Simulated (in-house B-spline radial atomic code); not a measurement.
**Ce2+: [Xe] 4f2**

Method: Dirac-Kohn-Sham CAM-B3LYP, spherical fractional occupations, Fermi nucleus of rms radius 4.8771 fm. Calculated with a radial B-spline atomic code at the basis-set limit.

Effective charges: Z_r = [3n² - l(l+1)]/(2<r>) from the radius, Z_e = n√(-2ε) from the energy, and Slater's rules. Values are occupation-weighted means over j. An effective charge above Z reflects the relativistic contraction of the inner shells.

```
shell  electrons   ε (eV)  <r> (bohr)    Z_r    Z_e  Slater
   1s          2   -40331     0.02457  61.05  54.44   57.70
   2s          2    -6484      0.1047  57.30  43.66   53.85
   2p          6    -5822     0.09208  54.30  41.37   53.85
   3s          2  -1411.5      0.2781  48.55  30.56   46.75
   3p          6  -1198.2       0.276  45.29  28.15   46.75
   3d         10  -887.99      0.2534  41.43  24.24   36.85
   4s          2  -296.51      0.6383  37.60  18.67   30.25
   4p          6   -226.2      0.6759  34.03  16.31   30.25
   4d         10  -122.81      0.7493  28.02  12.02   18.85
   5s          2  -54.818       1.547  24.24  10.04   10.55
   5p          6  -36.733       1.788  20.42   8.22   10.55
   4f          2  -10.217         1.3  13.84   3.47   11.65
```

The least bound orbital is 4f7/2 at -10.1 eV, while the most diffuse is 5p3/2 (<r> = 1.815 bohr against 1.31 bohr): energy order and size order differ.

Spin-orbit splittings of the orbital energies (j = l + 1/2 above j = l - 1/2 when positive): 2p 447.1 eV, 3p 88.27 eV, 3d 18.91 eV, 4p 18.92 eV, 4d 3.303 eV, 5p 2.711 eV, 4f 0.2639 eV.

For the 1s electron the small component carries 4.61 % of the norm, the zero-frequency Breit interaction raises the level by 109.6 eV, self-energy by 64.03 eV, and vacuum polarisation lowers it by 9.538 eV.

The density falls to 0.001 bohr⁻³ at 3.719 bohr; Σ<r²> = 44.014 bohr² gives, by the non-relativistic formula and without the paramagnetism of open shells, a Langevin diamagnetic susceptibility of -34.86×10⁻⁶ cm³/mol.

Caution: exact exchange at fractional occupations of open shells leaves self-interaction of up to several eV.
